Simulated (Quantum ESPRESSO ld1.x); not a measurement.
The numbers below are computed, except where a source is named.
One sound ld1.x (Quantum ESPRESSO 7.5) input for neutral carbon gives E = -37.4405 hartree in 27 iterations:

```
 &input
    zed=6.0,
    iswitch=1,
    rel=1,
    dft='PZ',
    config='[He] 2s2 2p2',
    prefix='ld1',
    max_out_wfc=37,
    file_charge='ld1.rho',
 /
```

Changed or added lines, one case at a time, and what came of them:

- tr2=1e-30: usable despite the warning. The threshold lies below the rounding noise, so the cycle runs to its limit and warns, but the energy differs from the sound run by less than 1e-5 hartree.
- config='[He] 2s2 2p2 5g1': refused. The program stops in el_config with "l not found:G": the config string knows s, p, d and f alone.
- xmin=-3.0: inaccurate. The mesh starts too far from the nucleus; the run ends without a warning, but the energy is off by +0.287 hartree against the default mesh.
- lsd=2: refused. The program stops in ld1_readin with "lsd not correct": lsd takes 0 or 1.
- isic=1 latt=1: refused. The program stops in ld1_readin with "isic and latter correction not allowed": the two corrections exclude each other.
- iswitch=5: refused. The program stops in ld1_readin with "wrong iswitch": iswitch takes 1 to 4.
- dft='LDA+U': refused. The program stops in set_dft_from_name with "LDA+U: unrecognized dft": the name is not a functional that the program knows.
